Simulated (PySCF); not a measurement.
# Reading a saddle point

A first-order saddle point of SiNH₅ClF, singlet, PBE0-D4/def2-TZVP, with one imaginary mode of 521i cm⁻¹:

```
9
angstrom
Si -0.4056 -0.3211 0.0090
Cl 1.3474 -1.9640 0.7038
H -0.6539 -1.2913 -1.0849
H -1.4043 -0.5363 1.0721
N -0.3457 1.1130 -0.8828
H 1.3130 -0.5699 1.3045
F 0.7571 0.4445 1.2670
H -0.0876 2.0128 -0.5165
H -0.5205 1.1124 -1.8721
```

PySCF 2.14 with density fitting (its default auxiliary sets; JK sets also for MP2 and CCSD(T)); basis: def2-TZVPP and def2-QZVPP; cores frozen in the correlated methods. Extrapolation: Hartree–Fock as exp(−7.88 √X), correlation as X^−2.97.

Q: Which contacts change along the imaginary mode, and what lies on either side? (Judge from chemistry; the calculation decides.)

A: Computed: The step is SiNH₄Cl ([NH2][SiH2][Cl]) + HF → SiNH₄F ([NH2][SiH2][F]) + HCl, with the molecules in contact on both sides. Shortening one way: Si1–F7, Cl2–H6; lengthening the same way: Si1–Cl2, H6–F7.
```
   pair  one side (Å)  saddle (Å)  other side (Å)
 Si1–F7          3.39        1.88            1.62
 Cl2–H6          2.21        1.52            1.29
Si1–Cl2          2.10        2.50            3.94
  H6–F7          0.93        1.16            2.01
```

Q: Which side is lower, and how far does the saddle lie above each? (An estimate is asked for; the value comes from the calculation.)

A: By the calculation: The side with Si1–F7, Cl2–H6 short is lower by 0.367 eV; the saddle lies 1.644 eV above it and 1.276 eV above the other (CCSD(T) at an estimated basis limit (MP2 extrapolated from triple and quadruple zeta, plus CCSD(T) − MP2 in triple zeta); electronic energies).

T1 diagnostic: at most 0.012.

Labels in which every atom is bracketed show which atoms are joined, not bond orders.

For scale, one of the runs: CCSD(T)/def2-TZVPP, 216 basis functions, launched by `OMP_NUM_THREADS=4 python run.py`. The run took 5.7 min on 4 CPU threads of an AMD EPYC 7B13 (shared host), with 3.4 GiB of host memory at its peak.
